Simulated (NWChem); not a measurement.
Basis-set convergence for BCl2I

```xyz
4

B      0.0000     0.0000     0.9088
Cl     1.5157     0.0000     1.7866
Cl    -1.5157     0.0000     1.7866
I      0.0000     0.0000    -1.2319
```
Charge 0, spin multiplicity 1.

Everything below was run with NWChem. All single points use one geometry, from PBE/def2-SVP with def2 effective core potentials on I, a minimum by its harmonic frequencies.

Quantity: LUMO energy at the level B3LYP.

Effective core potentials replace the inner electrons of I; spin-orbit coupling is left out. B3LYP has NWChem's definition, with VWN1-RPA local correlation. The structure started from a generated list of species.

```csv
basis,functions,LUMO energy (eV)
def2-SVP,76,-1.91
def2-SVPD,109,-2.32
def2-TZVP,155,-2.20
def2-TZVPP,165,-2.20
def2-TZVPD,188,-2.28
```

Smallest basis within 0.1 eV of def2-TZVPD, the largest set run: def2-SVPD, with 109 functions against 188 and about 20 % of the time (also within reach: def2-TZVP, def2-TZVPP). def2-TZVPD isn't the basis-set limit itself, and a small set can land close by cancellation.
